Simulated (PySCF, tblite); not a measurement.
Isomers of C5H11FO2Si2. Level: GFN2-xTB in tblite, geometry and Hessian alike; calculated harmonic values, unscaled, isolated species. Errors from tens to a few hundred cm⁻¹ against measured bands are possible. Modes of hydrogen on silicon can be 10 to 20 % off. One conformer each.

Electronic energies: PBE0/pcSseg-1 single points on the GFN2-xTB geometries (PySCF, gas phase).

```json
{"SMILES": "O=CO[Si@@H]1C[C@@H](F)C[C@@H]1[SiH3]", "electronic energy, lowest = 0 (kJ/mol)": "35.4"}
{"SMILES": "CC(=O)O[SiH2]C/C=C(/F)[SiH3]", "electronic energy, lowest = 0 (kJ/mol)": "140.9"}
{"SMILES": "COC(=O)[Si@@H]1C[SiH2][C@H](F)C1", "electronic energy, lowest = 0 (kJ/mol)": "151.2"}
{"SMILES": "CC(=O)O[Si@@H]1C[SiH2][C@H](F)C1", "electronic energy, lowest = 0 (kJ/mol)": "0.0"}
```

**Question.** How do GFN2-xTB zero-point energies change the relative energies?

**Answer.** 
| SMILES | ZPE (kJ/mol) | of it from modes above 1550 cm⁻¹ | electronic (kJ/mol) | with ZPE, lowest = 0 (kJ/mol) | lowest mode (cm⁻¹) | rings |
| --- | --- | --- | --- | --- | --- | --- |
| CC(=O)O[Si@@H]1C[SiH2][C@H](F)C1 | 391.5 | 195.1 | 0.0 | 0.0 | 29 | 1 |
| O=CO[Si@@H]1C[C@@H](F)C[C@@H]1[SiH3] | 389.3 | 188.9 | 35.4 | 33.2 | 35 | 1 |
| CC(=O)O[SiH2]C/C=C(/F)[SiH3] | 373.3 | 197.4 | 140.9 | 122.7 | 22 | 0 |
| COC(=O)[Si@@H]1C[SiH2][C@H](F)C1 | 389.3 | 193.9 | 151.2 | 149.1 | 15i | 1 |

The zero-point energies span 18.2 kJ/mol, from `CC(=O)O[SiH2]C/C=C(/F)[SiH3]` to `CC(=O)O[Si@@H]1C[SiH2][C@H](F)C1`. Slightly imaginary modes are left out of the zero-point energy: `COC(=O)[Si@@H]1C[SiH2][C@H](F)C1` 14.9i cm⁻¹. The order is unchanged.

**Question.** And how do the electronic energies of GFN2-xTB itself compare?

**Answer.** `CC(=O)O[Si@@H]1C[SiH2][C@H](F)C1` 7.5; `O=CO[Si@@H]1C[C@@H](F)C[C@@H]1[SiH3]` 0.0; `CC(=O)O[SiH2]C/C=C(/F)[SiH3]` 36.6; `COC(=O)[Si@@H]1C[SiH2][C@H](F)C1` 198.0 kJ/mol, lowest = 0. Against the energies above, taken from the same isomer `CC(=O)O[Si@@H]1C[SiH2][C@H](F)C1`, the largest difference is 111.8 kJ/mol.
